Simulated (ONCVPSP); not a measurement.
# rubidium: one change to an ONCV potential, before and after

ONCVPSP 4.0.1 input, shortened (lines: element, Z, core and valence counts, functional; n l f; lmax; l rc ep ncon nbas qcut; lloc lpopt rc5 dvloc0; l nproj debl; icmod fcfact rcfact), BLYP, fully relativistic:

```
  Rb 37.00    6    3  -106131      upf
    1    0    2.00
    2    0    2.00
    2    1    6.00
    3    0    2.00
    3    1    6.00
    3    2   10.00
    4    0    2.00
    4    1    6.00
    5    0    0.75
    2
    0    1.90    0.00    4    7    4.90
    1    1.70    0.00    4    8    5.40
    2    1.60    0.11    4    8    6.30
    2    5    1.60    0.00
    0    2    1.00
    1    2    2.20
    2    0    3.00
    3    2.75    1.75
```

Open shells are filled in proportion to 2j + 1.

All-electron outer shells of the reference configuration (BLYP, scalar-relativistic, ld1.x):

| shell | level (eV) | outermost node (bohr) | outermost maximum (bohr) |
| --- | --- | --- | --- |
| 4s | -32.96 | 0.62 | 1.25 |
| 4p | -17.00 | 0.64 | 1.42 |
| 5s | -3.14 | 1.78 | 4.11 |

Change: core correction Teter function, fcfact 2.75, rcfact 2.06.

Cutoffs: the cutoffs (Ha) at which the residual kinetic energy of the hardest occupied pseudo-wave falls to 1 and 0.1 mHa per electron; they do not see the model core or the augmentation charge, which bear on the density cutoff. Errors are all-electron minus pseudo energies relative to the spin-unpolarised reference configuration.

**Question.** Predict the effect on cutoff, ghosts and configuration errors.

**Answer.** The potential gets neither clearly harder nor softer (12 Ha and 40 Ha → 12 Ha and 40 Ha); of the 4 tests that both files solve, the error grows in 2 and shrinks in 0 by more than 15 % and 0.3 meV (median size 0.1 → 0.8 meV); neither file shows a bound ghost. A model core, the more so a compact one, raises the density cutoff, which this test does not measure.

```tsv
quantity	base	changed
cutoff, loose	12 Ha	12 Ha
cutoff, tight	40 Ha	40 Ha
bound ghosts	none	none
GHOST(+) flags under 300 eV	s at 71.5 eV	s at 71.5 eV
error for 4s2 4p6 5s1, meV [ΔE -0.66 eV]	0.0	-0.1
error for 4s2 4p6 5s0, meV [ΔE 3.53 eV]	-0.2	-1.5
error for 4s2 4p6 5s0.5, meV [ΔE 0.91 eV]	0.0	-0.1
error for 4s2 4p5 5s1, meV [ΔE 20.25 eV]	-15	-39
s: phases at 1.93 bohr within 0.05 rad from the reference energy up to (Ha; the scan ends near 5)	1.5	1.5
p3/2: phases at 1.72 bohr within 0.05 rad from the reference energy up to (Ha; the scan ends near 5)	4.1	4.1
p1/2: phases at 1.72 bohr within 0.05 rad from the reference energy up to (Ha; the scan ends near 5)	4.1	4.1
d5/2: phases at 1.62 bohr within 0.05 rad from the reference energy up to (Ha; the scan ends near 5)	4.7	4.7
d3/2: phases at 1.62 bohr within 0.05 rad from the reference energy up to (Ha; the scan ends near 5)	4.8	4.8
rms error of d²Exc/dni dnj with the model core, mHa	1.98	1.05
```
